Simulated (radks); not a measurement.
Species: Er VI. Configuration: [Kr] 4d10 4f10 5s2 5p5.

Method: Dirac Kohn-Sham, PBE, spin-unpolarised, spherical densities, finite nucleus; open shells are shared between the two j in proportion to 2j + 1; Fermi nuclear charge, rms radius 5.2516 fm; computed with a radial shooting solver on a logarithmic mesh with Libxc functionals.

Energy parts (hartree):
part                       energy
total                 -13092.1471
kinetic                14448.3283
electron-nucleus      -32226.6074
Hartree                 4962.8426
exchange-correlation    -276.7106

Orbitals (lengths in bohr, moments of r in powers of bohr; r(90%) holds 90 % of the orbital's charge):
[
 {"orbital": "1s1/2", "occ.": "2", "eigenvalue (hartree)": "-2108.176", "<r^4>": "8.648e-07", "r(90%)": "0.0369"},
 {"orbital": "2s1/2", "occ.": "2", "eigenvalue (hartree)": "-356.2166", "<r^4>": "0.0001338", "r(90%)": "0.134"},
 {"orbital": "2p1/2", "occ.": "2", "eigenvalue (hartree)": "-339.4478", "<r^4>": "0.00008190", "r(90%)": "0.118"},
 {"orbital": "2p3/2", "occ.": "4", "eigenvalue (hartree)": "-305.7571", "<r^4>": "0.0001118", "r(90%)": "0.128"},
 {"orbital": "3s1/2", "occ.": "2", "eigenvalue (hartree)": "-81.93629", "<r^4>": "0.005078", "r(90%)": "0.331"},
 {"orbital": "3p1/2", "occ.": "2", "eigenvalue (hartree)": "-74.56993", "<r^4>": "0.004557", "r(90%)": "0.323"},
 {"orbital": "3p3/2", "occ.": "4", "eigenvalue (hartree)": "-67.49481", "<r^4>": "0.005745", "r(90%)": "0.342"},
 {"orbital": "3d3/2", "occ.": "4", "eigenvalue (hartree)": "-54.88245", "<r^4>": "0.004041", "r(90%)": "0.314"},
 {"orbital": "3d5/2", "occ.": "6", "eigenvalue (hartree)": "-53.33660", "<r^4>": "0.004340", "r(90%)": "0.319"},
 {"orbital": "4s1/2", "occ.": "2", "eigenvalue (hartree)": "-18.31718", "<r^4>": "0.1226", "r(90%)": "0.729"},
 {"orbital": "4p1/2", "occ.": "2", "eigenvalue (hartree)": "-15.36853", "<r^4>": "0.1371", "r(90%)": "0.750"},
 {"orbital": "4p3/2", "occ.": "4", "eigenvalue (hartree)": "-13.76596", "<r^4>": "0.1728", "r(90%)": "0.795"},
 {"orbital": "4d3/2", "occ.": "4", "eigenvalue (hartree)": "-8.90463", "<r^4>": "0.2351", "r(90%)": "0.860"},
 {"orbital": "4d5/2", "occ.": "6", "eigenvalue (hartree)": "-8.61121", "<r^4>": "0.2532", "r(90%)": "0.876"},
 {"orbital": "4f5/2", "occ.": "4.28571", "eigenvalue (hartree)": "-2.71909", "<r^4>": "0.9354", "r(90%)": "1.19"},
 {"orbital": "4f7/2", "occ.": "5.71429", "eigenvalue (hartree)": "-2.67330", "<r^4>": "0.9858", "r(90%)": "1.21"},
 {"orbital": "5s1/2", "occ.": "2", "eigenvalue (hartree)": "-4.23951", "<r^4>": "3.610", "r(90%)": "1.70"},
 {"orbital": "5p1/2", "occ.": "1.66667", "eigenvalue (hartree)": "-3.37100", "<r^4>": "5.281", "r(90%)": "1.87"},
 {"orbital": "5p3/2", "occ.": "3.33333", "eigenvalue (hartree)": "-3.12163", "<r^4>": "6.633", "r(90%)": "1.98"}
]

The highest occupied level is 4f7/2 at -72.744 eV. For comparison, the ionisation energy in NIST's Atomic Spectra Database is 96 eV (theoretical). In exact Kohn-Sham theory the highest level is minus the ionisation energy, but local and semilocal functionals leave it too shallow, through self-interaction and a potential that decays too fast; potentials with the right tail come closer. Summed over all electrons, <r^2> = 27.34 bohr^2, which gives a Langevin (diamagnetic) susceptibility term of -21.7 x 10^-6 cm^3/mol. The electron density at the nucleus is 8.729e+05 e/bohr^3.

Beside tabulated values, note that spin-unpolarised runs miss the spin-polarisation part of the exchange energy of open shells.
